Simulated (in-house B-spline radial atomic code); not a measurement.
Configurations of the selenium ion Se⁷⁺, with energies counted from [Ar] 3d9. Method: non-relativistic LDA exchange-only, spin-polarised, spherical fractional occupations, point nucleus. Calculated with a B-spline radial code for spherical atoms. Shells without spins written out take the highest spin.

Occupations are held fixed; configurations that lie above the ionisation limit could autoionise.

| configuration | E - E(ref) (eV) | highest orbital | its <r> (bohr) |
| --- | --- | --- | --- |
| [Ar] 3d8 4s1 | 66.531 | 4s up | 1.402 |
| [Ar] 3d8 4p1 | 82.312 | 4p up | 1.498 |
| [Ne] 3s2 3p5 3d9 4p1 | 179.42 | 4p up | 1.497 |
| [Ne] 3s2 3p(3 up, 2 down) 3d(4 up, 5 down) 4p(1 up, 0 down) | 181.54 | 4p up | 1.502 |
| [Ne] 3s2 3p5 3d9 4f1 | 227.02 | 4f up | 2.077 |
| [Ne] 3s2 3p(3 up, 2 down) 3d(4 up, 5 down) 4f(0 up, 1 down) | 228.88 | 4f down | 2.084 |

(1) Order these further configurations by energy, lowest first.
A. [Ar] 3d8 4d1
B. [Ar] 3d8 4f1
C. [Ne] 3s2 3p5 3d9 4d1
D. [Ar] 3d(3 up, 5 down) 4p(1 up, 0 down)
E. [Ne] 3s2 3p5 3d9 4s1

(2) How far above the reference does [Ne] 3s2 3p(3 up, 2 down) 3d10 lie?

Answers

(1) D (83.07 eV), A (107.6 eV), B (129.9 eV), E (163.63 eV), C (204.78 eV).

(2) 97.128 eV; its least bound orbital is 3d down with <r> = 0.5931 bohr.
